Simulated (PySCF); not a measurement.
C4H8F3OPSi.
SMILES with atom numbers: `[CH3:1][C@@H:2]1[C@H:3]([SiH3:4])[P@@:5]1(=[O:6])[C:7]([F:8])([F:9])[F:10]` (hydrogens: H11, H12, H13 on C1; H14 on C2; H15 on C3; H16, H17, H18 on Si4)

Computed by this run: PBE0-D3(BJ)/def2-SVP geometry optimisation, gas phase in PySCF; density fitting, grid level 1; the optimiser is geomeTRIC in internal coordinates, started from a GFN2-xTB structure with every atom displaced at random (about 0.01 Å).

Step 0: E = -31603.9688 eV
```
atom  x, y, z in Å  |  force x, y, z in eV/Å
C1     -1.6081   -0.3358    0.2989   -0.779   1.540  -0.002
C2     -0.1819   -0.2810    0.6941    0.642   0.015  -0.484
C3      0.5777    1.0900    0.6221    0.501  -0.577  -0.211
Si4    -0.2368    2.6627    0.0275   -0.775  -0.550   0.710
P5      1.0572   -0.1257   -0.6227    0.379  -0.292   3.109
O6      0.8441   -0.0406   -2.0606   -0.375   0.145  -2.253
C7      2.6691   -0.9724   -0.1010   -0.073   0.059   0.149
F8      2.7985   -1.0689    1.2197   -0.383   0.042   0.369
F9      3.7129   -0.2772   -0.5272    0.159   0.115  -0.414
F10     2.7324   -2.2021   -0.5973   -0.036   0.010  -0.202
H11    -1.7589    0.0888   -0.7012   -0.057  -0.008  -0.183
H12    -2.2215    0.2833    0.9906    0.133  -0.230  -0.136
H13    -2.0264   -1.3198    0.2945   -0.219  -1.096   0.021
H14     0.0350   -0.8611    1.5866    0.366  -0.219   0.224
H15     1.2738    1.2217    1.4625    0.032   0.131  -0.109
H16    -0.8522    2.4901   -1.2848   -0.169  -0.057  -0.551
H17    -1.3114    2.9705    1.0142   -0.095   0.189   0.022
H18     0.7423    3.7155    0.0219    0.747   0.782  -0.058
```

Step 1: E = -31604.1452 eV
```
atom  x, y, z in Å  |  force x, y, z in eV/Å
C1     -1.6078   -0.3235    0.3106    0.007  -0.229  -0.030
C2     -0.1404   -0.2631    0.6605   -0.035  -0.124   0.023
C3      0.6361    1.1021    0.5624   -0.056   0.064   0.162
Si4    -0.2721    2.6775    0.0584    0.144   0.096  -0.144
P5      1.0743   -0.1360   -0.6465   -0.133   0.205  -0.318
O6      0.8674   -0.0655   -2.1239    0.040  -0.078   0.239
C7      2.6329   -0.9968   -0.0719   -0.089  -0.050  -0.093
F8      2.6306   -1.0991    1.2616    0.176   0.022  -0.026
F9      3.7180   -0.3309   -0.4517   -0.011  -0.029   0.129
F10     2.6921   -2.2215   -0.5853    0.023   0.039   0.078
H11    -1.8135    0.1277   -0.6710   -0.003   0.025  -0.008
H12    -2.2105    0.1940    1.0685   -0.074   0.066   0.061
H13    -1.9519   -1.3727    0.2652    0.088   0.161   0.000
H14     0.1458   -0.8546    1.5408   -0.015  -0.006  -0.086
H15     1.3527    1.2750    1.3768   -0.005  -0.035  -0.007
H16    -0.8474    2.5150   -1.3059   -0.040   0.036   0.005
H17    -1.3633    2.9977    1.0268   -0.006  -0.070   0.030
H18     0.7024    3.8127    0.0625   -0.012  -0.092  -0.015
```

**Question.** Estimate the geometry and energy of step 2. (The exact step hangs on the optimiser's Hessian estimate; all steps are aligned on step 1, rigid shifts and turns removed.)

**Answer.** E = -31604.1567 eV, largest force 0.119 eV/Å
```
atom  x, y, z in Å  |  force x, y, z in eV/Å
C1     -1.6267   -0.3290    0.3118   -0.001  -0.022   0.001
C2     -0.1579   -0.2760    0.6532    0.028  -0.015   0.009
C3      0.6271    1.0888    0.5625   -0.100   0.016   0.062
Si4    -0.2517    2.6765    0.0511    0.040   0.033  -0.031
P5      1.0572   -0.1440   -0.6525    0.012   0.081  -0.084
O6      0.8492   -0.0841   -2.1276    0.038  -0.036   0.089
C7      2.6356   -0.9743   -0.0684    0.054  -0.088   0.015
F8      2.6638   -1.0540    1.2657   -0.057   0.011   0.052
F9      3.7096   -0.2965   -0.4553    0.001   0.063  -0.073
F10     2.7200   -2.2065   -0.5571   -0.031  -0.006  -0.007
H11    -1.8364    0.1336   -0.6641   -0.004   0.014   0.003
H12    -2.2286    0.1841    1.0788    0.012   0.002  -0.013
H13    -1.9667   -1.3738    0.2572    0.009   0.014  -0.007
H14     0.1294   -0.8762    1.5246    0.011  -0.022  -0.009
H15     1.3476    1.2501    1.3752   -0.002  -0.014  -0.004
H16    -0.8416    2.5403   -1.3101   -0.016   0.007   0.010
H17    -1.3325    2.9947    1.0325   -0.008  -0.012   0.005
H18     0.7480    3.7842    0.0603    0.012  -0.024  -0.016
```

The energy changes by -0.0115 eV. The first-order estimate −F·Δx gives -0.0218 eV and the mean of the old and new forces, exact on a quadratic surface, -0.0113 eV. The step makes an angle of 77° with the force vector and moves no atom by more than 0.056 Å.

What follows is the cost of the whole optimisation. Hardware: an Intel Xeon Platinum 8259CL at 2.50 GHz with one thread, no GPU, shared host with 96 logical CPUs at a one-minute load of 28. Cost: 4.5 min wall, 0.90 GiB resident at most.
